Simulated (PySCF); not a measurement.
A GIAO shielding run with PySCF 2.14.0 with density-fitted response routines (density fitting, non-relativistic, gas phase) on `InChI=1S/C7H12O/c1-5-3-7(4-8)6(5)2/h5,7-8H,2-4H2,1H3/t5-,7+/m0/s1`:

```
$ OMP_NUM_THREADS=1 python probes_run.py task.json out

{"job": {"kind": "nmr", "xc": "PBE0", "basis": "pcSseg-1"}, "charge": 0, "multiplicity": 1}
C      0.100402     0.714203     1.888211
C     -0.025116     0.255293     0.659587
C      0.657138     0.574905    -0.647982
C      2.092594     0.048409    -0.738865
O      2.976534     0.730707     0.113191
C     -0.384731    -0.310147    -1.361391
C     -0.950994    -0.744249     0.008504
C     -2.439032    -0.523946     0.228487
H      0.804095     1.491547     2.140770
H     -0.513570     0.347433     2.694434
H      0.649551     1.632645    -0.920492
H      2.478579     0.194420    -1.751204
H      2.098695    -1.029312    -0.514991
H      2.634348     0.663143     1.012655
H     -1.098042     0.255638    -1.955658
H      0.034445    -1.107757    -1.971146
H     -0.692909    -1.776050     0.262127
H     -3.017636    -1.168216    -0.430531
H     -2.701525     0.511640     0.023686
H     -2.707974    -0.749632     1.257569
```

Hardware: 1 thread of an Arm Neoverse V1, shared host. The job also computes population analyses, field gradients, ring-centre shieldings.

Task: How large is the calculation?

Result: 62 electrons, 196 basis functions and 1010 auxiliary functions.

Task: How long does it take, and how much memory does it need?

Result: 30 s of wall time, with 14 SCF cycles and 4 response iterations; peak memory 0.79 GiB. Times on a shared host scatter by some tens of per cent.
